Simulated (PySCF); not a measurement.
AlH₄, SMILES [AlH4-], charge -1.

Geometry optimised at PBE0-D3(BJ)/def2-TZVPD. The isomer is the one that the SMILES or the coordinates give; other isomers of the formula were not compared.

Calculation: M06-2X/def2-TZVPD (PySCF).

Gas-phase values at a fixed geometry.

Task: Estimate the frontier levels, gap, dipole moment and polarisability. (Estimate from the structure and the level; the computed values follow.)

Result: 
* **highest occupied level**: -3.44 eV
* **lowest empty level**: 3.92 eV
* **orbital gap**: 7.37 eV
* **dipole moment about the centre of nuclear charge**: 0.00 D
* **mean static polarisability**: 56.2 bohr³ (8.32 Å³)
* **polarisability, principal values**: 56.2, 56.2, 56.2 bohr³
